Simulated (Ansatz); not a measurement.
Total energies of [GeI3]- (GeI3⁻) from Ansatz at PBE-D4/def2-TZVPD, gas phase (1 Eh = 27.2114 eV = 2625.5 kJ/mol). The reference geometry is relaxed at PBE0-D4/def2-SVPD.

Cartesian coordinates in Å:
```
Ge 0.2299 0.8397 -0.4084
I -0.9298 0.8759 2.0305
I 2.2076 -0.9367 0.0737
I -1.5078 -0.7788 -1.6958
```

| state | geometry | energy (Eh) |
| --- | --- | --- |
| charge -1 singlet | reference | -2970.03663 |
| charge 0 doublet | reference | -2969.89172 |
| charge 0 doublet | relaxed at PBE0-D4/def2-SVPD | -2969.90441 |

In the def2 sets I takes a core potential; there is no spin–orbit coupling.

(1) Work out the vertical ionisation energy to the doublet.

(2) How much does the charge 0 doublet relax, and what is the adiabatic ionisation energy?

(1) E(charge 0 doublet) − E(charge -1 singlet) = -2969.89172 − (-2970.03663) = 0.14491 Eh = 3.94 eV. For comparison, −ε of the highest occupied level is 1.76 eV at this level, 2.18 eV less.

(2) Relaxation: -2969.89172 − (-2969.90441) = 0.01269 Eh = 0.35 eV. Adiabatic ionisation energy: 0.13222 Eh = 3.60 eV, without zero-point energy.
